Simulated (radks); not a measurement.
Values are calculated unless marked as measured or tabulated.
How relativity changes the ionisation of the arsenic ion As2+ ([Ar] 3d10 4s2 4p1) to As3+ ([Ar] 3d10 4s2). Spin-unpolarised spherical Kohn-Sham, PBE, point nucleus unless stated (finite: rms radius 4.0968 fm), a radial shooting solver on a logarithmic mesh with Libxc functionals. A level marked "c x" has the speed of light scaled by that factor and shares open shells by 2j + 1; other Dirac levels either fill j = l - 1/2 first or share by 2j + 1.

level                               E(As2+) (hartree)  E(As3+) (hartree)  IE (eV)   HOMO  <r> HOMO (bohr)
non-rel.                                  -2234.47342        -2233.45645   27.673     4p            2.154
scalar-rel.                               -2259.81182        -2258.79374   27.703     4p            2.146
scalar-rel., finite nucleus               -2259.79684        -2258.77876   27.703     4p            2.146
Dirac, 2j+1 shares                        -2259.93301        -2258.91475   27.708  4p3/2            2.156
Dirac, low j first                        -2259.94283        -2258.91475   27.976  4p1/2            2.127
Dirac, 2j+1 shares, finite nucleus        -2259.91802        -2258.89975   27.709  4p3/2            2.156
Dirac, c x 0.85                           -2270.11317        -2269.09437   27.723  4p3/2            2.157
Dirac, c x 1.25                           -2250.59837        -2249.58058   27.695  4p3/2            2.155
Dirac, c x 3                              -2237.23113        -2236.21402   27.677  4p3/2            2.154

NIST Atomic Spectra Database: 28.35 eV (measured). The relativistic part of the total energy of As2+ is -25.44 hartree (Dirac, 2j+1 shares, finite nucleus), 1.1 % of the non-relativistic value. Spin polarisation and multiplet splitting of open shells are left out at every level.

Beside tabulated values, note that spin-unpolarised runs miss the spin-polarisation part of the exchange energy of open shells.
